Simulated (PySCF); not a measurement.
Run record: excited-state job, `CC[SiH](C)CC`.

Computed with TDDFT CAM-B3LYP/def2-SVPD, vertical, gas phase, core orbitals frozen in the response (PySCF 2.14.0, density-fitted response routines). Geometry: GFN2-xTB. The input is one job of a driver script: a line of settings, then coordinates in Å.

Command:
```bash
OMP_NUM_THREADS=1 python probes_run.py task.json out
```

Input:
```
{"job": {"kind": "uv", "xc": "CAM-B3LYP", "basis": "def2-SVPD", "nstates": 8, "ntriplets": 3}, "charge": 0, "multiplicity": 1}
C     -1.208639    -2.137612    -0.404726
C     -1.364823    -0.791503     0.294291
Si    -0.429858     0.630297    -0.573671
C     -0.704689     2.234395     0.411593
C      1.438630     0.242089    -0.692345
C      2.103965    -0.011942     0.657362
H     -1.560892    -2.078219    -1.431869
H     -1.779607    -2.911387     0.106606
H     -0.165368    -2.443708    -0.423125
H     -1.024042    -0.887697     1.327121
H     -2.426495    -0.544254     0.347420
H     -0.952192     0.794075    -1.944480
H     -1.759849     2.482273     0.469224
H     -0.196060     3.072243    -0.054529
H     -0.333601     2.149747     1.428755
H      1.589416    -0.630083    -1.330546
H      1.949833     1.070570    -1.185582
H      2.016993     0.861936     1.298819
H      1.639238    -0.855066     1.163067
H      3.162893    -0.235475     0.533581
```

Output:
```
coarse grid: 15736 points
cycle   1  E = -488.0027349838  dE =  2.532e-01  |g| = 3.994e-01  |ddm| = 5.853e+00
cycle   2  E = -488.0169823331  dE = -1.425e-02  |g| = 3.364e-01  |ddm| = 9.376e-01
cycle   3  E = -488.0462393292  dE = -2.926e-02  |g| = 2.598e-02  |ddm| = 4.542e-01
cycle   4  E = -488.0464352530  dE = -1.959e-04  |g| = 9.496e-03  |ddm| = 6.774e-02
cycle   5  E = -488.0464587068  dE = -2.345e-05  |g| = 2.379e-03  |ddm| = 1.904e-02
cycle   6  E = -488.0464601943  dE = -1.487e-06  |g| = 4.269e-04  |ddm| = 4.102e-03
final grid: 143176 points
cycle   7  E = -488.1266316620  dE = -3.902e-05  |g| = 3.893e-03  |ddm| = 7.026e-02
cycle   8  E = -488.1266325913  dE = -9.294e-07  |g| = 3.511e-03  |ddm| = 1.235e-02
cycle   9  E = -488.1266357519  dE = -3.161e-06  |g| = 1.425e-04  |ddm| = 4.619e-03
cycle  10  E = -488.1266357581  dE = -6.230e-09  |g| = 7.945e-05  |ddm| = 6.026e-04
cycle  11  E = -488.1266357598  dE = -1.726e-09  |g| = 1.680e-05  |ddm| = 1.508e-04
cycle  12  E = -488.1266357599  dE = -8.379e-11  |g| = 4.174e-06  |ddm| = 3.269e-05
converged SCF energy = -488.1266357599

Static polarisability (au): isotropic 87.528, principal 80.361 89.190 93.032

Singlet excitations
state   eV       nm        f      main configurations
  1   7.6605    161.8   0.01287   H->L 0.83
  2   7.8938    157.1   0.01087   H-1->L 0.66, H->L+2 0.14
  3   8.1231    152.6   0.02559   H->L+1 0.68
  4   8.2999    149.4   0.02034   H-1->L+1 0.52, H->L+2 0.20, H-2->L 0.09
  5   8.3879    147.8   0.01619   H->L+2 0.49, H-1->L+1 0.15, H-1->L 0.12
  6   8.6034    144.1   0.04161   H-1->L+2 0.42, H->L+3 0.20
  7   8.6408    143.5   0.04712   H-2->L 0.33, H-1->L+2 0.22, H-2->L+1 0.16
  8   8.7188    142.2   0.01703   H->L+3 0.48, H-2->L 0.18, H-1->L+2 0.09

Triplet excitations (Tamm-Dancoff, eV): 7.4648 7.6798 7.9087
```

The SCF starts on a coarse grid where the log names one; the energy can jump when the final grid takes over, and dE then counts from the start density on the new grid. H and L stand for HOMO and LUMO; the number after each pair is its weight.

Question: Which computed singlet has the largest oscillator strength, and what do all of them sum to?

Answer: State 7 at 8.64 eV (143 nm), f = 0.047; the 8 states sum to 0.192.

Question: How does the lowest singlet excitation compare with the HOMO–LUMO gap?

Answer: HOMO -9.26 eV and LUMO 1.25 eV give a gap of 10.51 eV; S1 at 7.66 eV lies 2.85 eV below it.

Summary of the converged run: HOMO -9.26 eV, LUMO 1.25 eV; lowest singlet 7.66 eV; lowest triplet 7.46 eV (Tamm–Dancoff); mean polarisability 87.5 au.

The run took 61 s (grids of density and orbitals included) on Arm Neoverse V1, one thread, shared host, and the process peaked at 1.1 GiB of memory.

One conformer stands for the species.
Labels such as C1 count atoms from 1, the log's own numbers from 0.
